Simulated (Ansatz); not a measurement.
`CCC(=N)[SiH3]` + H₂O → `N=C(O)[SiH3]` + `CC`  (formal hydrolysis of a C–C bond)

Computed with Ansatz on PBE0-D4/def2-TZVP structures; ΔE is electronic, products minus reactants. CBS: MP2 limit from def2 TZ/QZ plus the TZ coupled-cluster correction, frozen cores. This one scheme is used for every species. DFT in def2-TZVPP. One conformer a species, not always the lowest.

`CCC(=N)[SiH3]`:

Z-matrix (Å, degrees):
```
C
C 1 1.524
H 1 1.091 2 110.8
H 1 1.093 2 111.5 3 119.6
H 1 1.092 2 111.1 3 -120.2
C 2 1.504 1 112.8 3 -179.8
H 2 1.096 1 110.6 3 57.9
H 2 1.097 1 109.1 3 -59.6
Si 6 1.902 2 119.8 1 55.3
N 6 1.271 2 125.2 1 -123.8
H 9 1.488 6 109.8 2 -82.6
H 9 1.480 6 109.5 2 156.6
H 9 1.490 6 109.8 2 35.5
H 10 1.026 6 110.9 2 0.4
```

H₂O:

Cartesian coordinates in Å:
```
O -0.196 0.303 -0.146
H 0.748 0.242 0.016
H -0.552 -0.545 0.130
```

`N=C(O)[SiH3]`:

```xyz
9

N    -0.067    0.317   -1.689
C     0.131    0.477   -0.450
O     0.629    1.646   -0.004
Si   -0.189   -0.769    0.950
H    -0.442   -0.603   -1.898
H     0.758    2.209   -0.784
H    -0.743   -1.991    0.315
H     1.084   -1.082    1.645
H    -1.162   -0.203    1.916
```

`CC`:

Z-matrix (Å, degrees):
```
C
C 1 1.519
H 1 1.093 2 111.4
H 1 1.093 2 111.4 3 120.0
H 1 1.093 2 111.4 3 -120.0
H 2 1.093 1 111.4 3 180.0
H 2 1.093 1 111.4 3 -60.0
H 2 1.093 1 111.4 3 60.0
```

```
             level  ΔE (kJ/mol)  difference from CCSD(T)/CBS
            PBE-D4        -32.1                        -17.9
        r2SCAN0-D4        -29.8                        -15.6
          BHLYP-D4        -26.6                        -12.4
            B2PLYP        -31.7                        -17.5
            revPBE        -41.2                        -27.0
              PBE0        -33.5                        -19.3
           r2SCANh        -34.9                        -20.7
           r2SCAN0        -32.3                        -18.1
         CAM-B3LYP        -38.2                        -24.0
       HF/def2-SVP        -44.9                        -30.7
      MP2/def2-SVP        -32.3                        -18.1
     CCSD/def2-SVP        -32.6                        -18.4
  CCSD(T)/def2-SVP        -32.9                        -18.7
SCS-MP2/def2-TZVPP        -19.1                         -4.9
   CCSD/def2-TZVPP        -18.9                         -4.7
     HF/def2-QZVPP        -35.4                        -21.2
       CCSD(T)/CBS        -14.2                            0
```

Largest T1 diagnostic among the species: 0.014.

In def2-TZVPP, CCSD(T) changes the Hartree–Fock value by +17.8 kJ/mol (the triples alone add +0.7 kJ/mol) and MP2 by +20.1 kJ/mol. Leaving LDA and LC-ωPBE aside and taking each functional with its dispersion term where it has one, the values, not all of them listed here, spread over 9.6 kJ/mol, from r2SCAN-D4 to PBE-QIDH.
